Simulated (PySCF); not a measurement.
C₆H₁₃OP.
Numbering: `[CH2:1]=[CH:2][P@:3]([CH3:4])(=[O:5])[CH2:6][CH2:7][CH3:8]` (hydrogens: H9, H10 on C1; H11 on C2; H12, H13, H14 on C4; H15, H16 on C6; H17, H18 on C7; H19, H20, H21 on C8)

The same species was optimised twice, with GFN2-xTB and with PBE0-D3(BJ)/def2-SVP (PySCF), and the same property calculations (PySCF, gas phase) were run on both structures.

```tsv
coordinate	GFN2-xTB	PBE0-D3(BJ)/def2-SVP	change
P3=O5 (Å)	1.467	1.500	+0.033
P3–C4 (Å)	1.837	1.818	-0.019
P3–C6 (Å)	1.844	1.826	-0.018
C1=C2 (Å)	1.321	1.335	+0.014
C2–P3 (Å)	1.817	1.810	-0.007
C7–C8 (Å)	1.523	1.520	-0.003
C6–C7 (Å)	1.523	1.525	+0.002
P3–C6–C7 (°)	109.6	112.2	+2.6
C2–P3–O5 (°)	114.4	112.9	-1.5
C6–C7–C8 (°)	112.0	112.9	+0.9
C2–P3–C6 (°)	104.1	104.9	+0.8
C2–P3–C4 (°)	104.1	104.8	+0.7
C1–C2–P3 (°)	118.9	118.2	-0.7
C4–P3–O5 (°)	113.5	114.1	+0.6
O5–P3–C6 (°)	113.7	113.3	-0.4
C1–C2–P3–C4 (°)	127	127	0
C2–P3–C6–C7 (°)	180	175	-5
P3–C6–C7–C8 (°)	-172	-172	0
```

Rotational constants: A = 2862, B = 959.2, C = 892.9 MHz (GFN2-xTB) against A = 2817, B = 956.8, C = 889.7 MHz (PBE0-D3(BJ)/def2-SVP). Point groups within 0.08 Å: C1 and C1.

On the GFN2-xTB structure: HOMO (eV) -7.48 [PBE0/pcSseg-1]; LUMO (eV) -0.46 [PBE0/pcSseg-1]; dipole (D) 3.66 [PBE0/pcSseg-1]; GIAO shielding of C1 (ppm) 45.6 [PBE0/pcSseg-1]; GIAO shielding of C2 (ppm) 42.8 [PBE0/pcSseg-1]; GIAO shielding of P3 (ppm) 315.4 [PBE0/pcSseg-1]; GIAO shielding of C4 (ppm) 169.5 [PBE0/pcSseg-1]; GIAO shielding of O5 (ppm) 258.4 [PBE0/pcSseg-1]; GIAO shielding of C6 (ppm) 147.7 [PBE0/pcSseg-1]; GIAO shielding of C7 (ppm) 168.1 [PBE0/pcSseg-1]; GIAO shielding of C8 (ppm) 168.4 [PBE0/pcSseg-1].

Task: What do these properties become on the PBE0-D3(BJ)/def2-SVP structure?

Result: 
```csv
property,level,on GFN2-xTB,on PBE0-D3(BJ)/def2-SVP,change
HOMO (eV),PBE0/pcSseg-1,-7.48,-7.38,+0.10
LUMO (eV),PBE0/pcSseg-1,-0.46,-0.57,-0.11
dipole (D),PBE0/pcSseg-1,3.66,3.82,+0.16
"energy, GFN2-xTB geometry as zero (kcal/mol)",PBE0/pcSseg-1,0.0,-1.5,-1.5
GIAO shielding of C1 (ppm),PBE0/pcSseg-1,45.6,39.3,-6.3
GIAO shielding of C2 (ppm),PBE0/pcSseg-1,42.8,41.7,-1.1
GIAO shielding of P3 (ppm),PBE0/pcSseg-1,315.4,309.6,-5.8
GIAO shielding of C4 (ppm),PBE0/pcSseg-1,169.5,168.6,-0.9
GIAO shielding of O5 (ppm),PBE0/pcSseg-1,258.4,253.0,-5.4
GIAO shielding of C6 (ppm),PBE0/pcSseg-1,147.7,148.0,+0.3
GIAO shielding of C7 (ppm),PBE0/pcSseg-1,168.1,167.2,-0.9
GIAO shielding of C8 (ppm),PBE0/pcSseg-1,168.4,166.6,-1.8
```

The heavy atoms differ by 0.040 Å rms after alignment. Among bonds between heavy atoms P3=O5 changes most (+0.033 Å). Changes are differences of the printed values. Neither structure is proved a minimum here.

The values belong to the conformer `[CH2:1]=[CH:2][P@:3]([CH3:4])(=[O:5])[CH2:6][CH2:7][CH3:8]`: C1–C2–P3–C4 127°, C2–P3–C6–C7 175°, P3–C6–C7–C8 -172°.
